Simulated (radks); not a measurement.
All-electron atom: the chromium ion Cr11+ in [Ne] 3s2 3p1.

Calculated with a radial shooting solver on a logarithmic mesh with Libxc functionals: non-relativistic Kohn-Sham, LDA (Slater exchange, Perdew-Wang correlation), spin-unpolarised, spherical densities, point nucleus.

Energy parts (hartree):
part                       energy
total                  -993.13197
kinetic                 992.20921
electron-nucleus      -2213.23210
Hartree                 265.49970
exchange-correlation    -37.60878

Orbitals (lengths in bohr, moments of r in powers of bohr; r(max) is where P^2 peaks):
orbital  occ.  eigenvalue (hartree)  <1/r>   r(max)
1s          2             -224.9698  23.48  0.04232
2s          2             -34.71979  5.012   0.2456
2p          6             -31.21746  4.964   0.1976
3s          2             -11.41125  1.837   0.7209
3p          1             -10.35456  1.774   0.7109

The highest occupied level is 3p at -281.76 eV. Summed over all electrons, <r^2> = 2.784 bohr^2, which gives a Langevin (diamagnetic) susceptibility term of -2.21 x 10^-6 cm^3/mol. The electron density at the nucleus is 9335 e/bohr^3. The density falls to 0.001 e/bohr^3 at r = 1.79 bohr. Virial ratio -V/T = 2.00093.
